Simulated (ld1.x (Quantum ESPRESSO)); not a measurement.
# Mn (Z = 25): excitation energies, all-electron against TM semilocal

| Property | Result |
| --- | --- |
| Element | manganese (Mn) |
| Generator | ld1.x (Quantum ESPRESSO) 7.5 |
| Type | norm-conserving Troullier–Martins (semilocal form) |
| Functional | revPBE |
| Relativity | scalar-relativistic |
| Frozen core | [Ar] |
| Valence charge | 7 |
| Reference configuration | 3d5 4s1 4p0 (charge +1) |
| Partial waves | 4s (bound): rc 2.35 bohr; 4p (bound, empty): rc 2.90 bohr; 3d (bound): rc 1.65 bohr |
| Local potential | the d channel |
| Core correction | a·sin(br)/r model core, default radius (core density twice the valence density) |

Energies are relative to the spin-unpolarised reference configuration 3d5 4s1 4p0; without spin polarisation the order of configurations can differ from experiment.

```json
{"valence configuration": "3d5 4s2 4p0", "charge": "0", "ΔE all-electron (eV)": "-8.330", "error AE − PS (meV)": "-4.7"}
{"valence configuration": "3d5 4s0 4p0", "charge": "+2", "ΔE all-electron (eV)": "15.441", "error AE − PS (meV)": "-16"}
{"valence configuration": "3d4 4s0 4p0", "charge": "+3", "ΔE all-electron (eV)": "47.855", "error AE − PS (meV)": "-290"}
{"valence configuration": "3d4 4s2 4p1", "charge": "0", "ΔE all-electron (eV)": "-0.548", "error AE − PS (meV)": "-360"}
{"valence configuration": "3d4 4s2 4p0", "charge": "+1", "ΔE all-electron (eV)": "4.798", "error AE − PS (meV)": "-297"}
{"valence configuration": "3d5 4s0 4p2", "charge": "0", "ΔE all-electron (eV)": "-0.463", "error AE − PS (meV)": "-3.3"}
```

**Question.** What are ΔE and the potential's error for 3d6 4s0 4p0?

**Answer.** ΔE = -1.643 eV all-electron; the error (AE − PS) is -188 meV.

Levels in the configuration 3d6 4s0 4p0:

```json
{"level": "3d", "all-electron (eV)": "-10.588", "pseudo (eV)": "-10.377"}
```
